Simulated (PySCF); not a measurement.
Compound: (H2In-mu-NH2)2.
Bonds: In1–N4, In1–N8, N4–In5, In5–N8. Hydrogens: H2, H3 on In1; H9, H10 on N4; H6, H7 on In5; H11, H12 on N8.

Method: PySCF, PBE0-D3(BJ)/def2-SVP geometry optimisation, gas phase, def2 core potentials past Kr; density fitting, grid level 1; the optimiser is geomeTRIC in internal coordinates, started from a GFN2-xTB structure with every atom displaced at random (about 0.03 Å).

Step 0: E = -13452.7362 eV
```
atom  x, y, z in Å  |  force x, y, z in eV/Å
In1    -1.4780   -0.2199   -0.5251   -0.555   1.328  -0.309
H2     -2.2967    1.2721   -1.0459    0.274  -0.331   0.138
H3     -2.2501   -1.7045   -0.5493   -0.133  -0.731   0.072
N4     -0.4096    0.2309    1.3870   -2.676   0.309   3.168
In5     1.5301    0.1280    0.5050    1.111   0.782   0.102
H6      2.2745   -1.2615    1.0347    0.365  -0.844   0.206
H7      2.2109    1.6988    0.5188    0.066   0.255  -0.065
N8      0.5552   -0.2112   -1.4123   -0.850  -2.130   2.214
H9     -0.7517    1.1305    1.8927    0.917  -1.676  -1.449
H10    -0.6949   -0.4978    2.1332    0.864   1.169  -1.586
H11     0.6647    0.4715   -2.0816    0.420   2.047  -2.163
H12     0.7611   -1.1195   -1.8062    0.198  -0.178  -0.328
```

Step 1: E = -13453.1541 eV
```
atom  x, y, z in Å  |  force x, y, z in eV/Å
In1    -1.5173   -0.1952   -0.5202   -0.273   0.110  -0.147
H2     -2.2801    1.2709   -1.0237   -0.011   0.085  -0.031
H3     -2.2786   -1.7593   -0.5268    0.211   0.058   0.053
N4     -0.4614    0.2383    1.4004   -0.452  -0.288   0.137
In5     1.5728    0.1445    0.5300    0.502   0.072   0.194
H6      2.3420   -1.3304    1.0668   -0.148   0.136  -0.108
H7      2.2627    1.7401    0.5257   -0.078  -0.082  -0.024
N8      0.5398   -0.2104   -1.4073   -0.334  -0.174   0.408
H9     -0.7728    1.0990    1.8470    0.144   0.308  -0.218
H10    -0.7075   -0.4661    2.0968    0.252  -0.227  -0.049
H11     0.6627    0.5046   -2.1221    0.073  -0.059  -0.049
H12     0.7532   -1.1188   -1.8156    0.114   0.063  -0.165
```

Step 2: E = -13453.1978 eV
```
atom  x, y, z in Å  |  force x, y, z in eV/Å
In1    -1.5344   -0.1856   -0.5237   -0.168   0.177  -0.123
H2     -2.2821    1.2955   -1.0291    0.015  -0.013   0.001
H3     -2.2500   -1.7611   -0.5174    0.108  -0.005   0.031
N4     -0.4716    0.2290    1.3936   -0.193  -0.200  -0.104
In5     1.5798    0.1497    0.5388    0.223   0.048   0.094
H6      2.3305   -1.3241    1.0602   -0.063   0.020  -0.044
H7      2.2599    1.7396    0.5282   -0.040   0.005  -0.017
N8      0.5260   -0.2165   -1.3895   -0.175  -0.037   0.107
H9     -0.7665    1.1027    1.8230    0.068   0.202  -0.030
H10    -0.6871   -0.4872    2.0845    0.118  -0.127   0.086
H11     0.6601    0.4951   -2.1116    0.038  -0.130   0.085
H12     0.7510   -1.1199   -1.8061    0.068   0.059  -0.085
```

Problem. Estimate the geometry and energy of step 3. (The exact step hangs on the optimiser's Hessian estimate; all steps are aligned on step 2, rigid shifts and turns removed.)

Solution. E = -13453.2173 eV, largest force 0.120 eV/Å
```
atom  x, y, z in Å  |  force x, y, z in eV/Å
In1    -1.5578   -0.1701   -0.5334    0.002   0.061  -0.017
H2     -2.2820    1.3162   -1.0366   -0.020   0.008  -0.005
H3     -2.2171   -1.7649   -0.5115    0.017  -0.021   0.008
N4     -0.4829    0.2182    1.3839   -0.049  -0.058  -0.093
In5     1.5835    0.1556    0.5467    0.011   0.020   0.008
H6      2.3120   -1.3269    1.0516    0.003  -0.025   0.001
H7      2.2514    1.7482    0.5290   -0.025   0.011  -0.008
N8      0.5085   -0.2231   -1.3713   -0.011  -0.005  -0.073
H9     -0.7526    1.1080    1.8041    0.036  -0.043   0.059
H10    -0.6596   -0.5065    2.0803    0.011   0.076   0.055
H11     0.6622    0.4813   -2.0953    0.015  -0.033   0.067
H12     0.7498   -1.1189   -1.7966    0.010   0.008   0.000
```

The energy changes by -0.0195 eV. The first-order estimate −F·Δx gives -0.0360 eV and the mean of the old and new forces, exact on a quadratic surface, -0.0194 eV. The step makes an angle of 46° with the force vector and moves no atom by more than 0.034 Å.

What follows is the cost of the whole optimisation. On Intel Xeon Platinum 8488C, one thread, shared host with 192 logical CPUs at a one-minute load of 39, this took 66 s and 0.46 GiB of memory at its peak.
